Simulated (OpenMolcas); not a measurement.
Pt2+.

```yaml
Program: OpenMolcas 26.06
Basis: ANO-RCC-VTZP [8s7p5d3f1g]
Scalar_Hamiltonian: DKH2, point nucleus
Active_space: 8 electrons in 5 orbitals (5d)
State_averaging: 2S+1 = 3 even, 10 roots; 2S+1 = 1 even, 15 roots
Spin-orbit_coupling: RASSI with atomic mean-field integrals over the reference wave functions, term energies averaged over their components
```

Two sets of levels on these reference wave functions, in cm-1 above 5d8 3F4: one from CASSCF and one from SS-CASPT2, IPEA 0.25 Eh, imaginary shift 0.1 Eh (closed shells correlated: 5s 5p).

```json
{"Level": "5d8 3F4", "Set 1": "0.0", "Set 2": "0.0"}
{"Level": "5d8 3F3", "Set 1": "9870", "Set 2": "9990"}
{"Level": "5d8 3P2 [52 %]", "Set 1": "17560", "Set 2": "15770"}
{"Level": "5d8 3P0", "Set 1": "21050", "Set 2": "17110"}
{"Level": "5d8 3P1", "Set 1": "22860", "Set 2": "19410"}
{"Level": "5d8 1G4", "Set 1": "25850", "Set 2": "22830"}
{"Level": "5d8 1S0", "Set 1": "55310", "Set 2": "48610"}
```

**Question.** Which set is which?

**Answer.** Set 2 is SS-CASPT2. Its levels of the other terms of 5d8 lie at 0.81 to 0.90 of the other set's values, as expected, since terms of lower spin or lower L gain more correlation energy than the Hund ground term. Against 4 measured levels (NIST levels as listed in McCann et al., Mon. Not. R. Astron. Soc. 538, 537 (2025)) the mean absolute deviation is 1600 cm-1 with it and 4200 cm-1 without; single levels miss by up to 2600 cm-1 with it.

CASPT2 does not keep the components of a term degenerate, so their means are used; among the terms shown or strongly mixed into the levels shown the widest spread is 680 cm-1 (5d8 1G, SS-CASPT2). Configurations with an s electron lie low in 5d ions of this charge, fall among these levels and mix in, so low-spin terms can stand far too high, up to twice their true height, and weights are not those of the real levels. Without dynamic correlation excited terms often stand tens of per cent too high (terms of higher spin than the ground term too low), and those without a measured partner can miss by more than the paired ones (holds for CASSCF). Some terms miss by over 15 % even with CASPT2, which points to a basis or an active space too small for the shells correlated (holds for SS-CASPT2). Computed and measured levels are paired by configuration, term and J; levels that our copy of the source lacks, or whose pairing is in doubt (as where it misses far off the trend of its configuration), stay unpaired and out of the deviations. Only configurations of the active space appear. Levels that lie high or do not pair safely by name in every column are left out.

A share in square brackets marks a mixed level and gives the weight of the term that names it, the lowest over the columns.
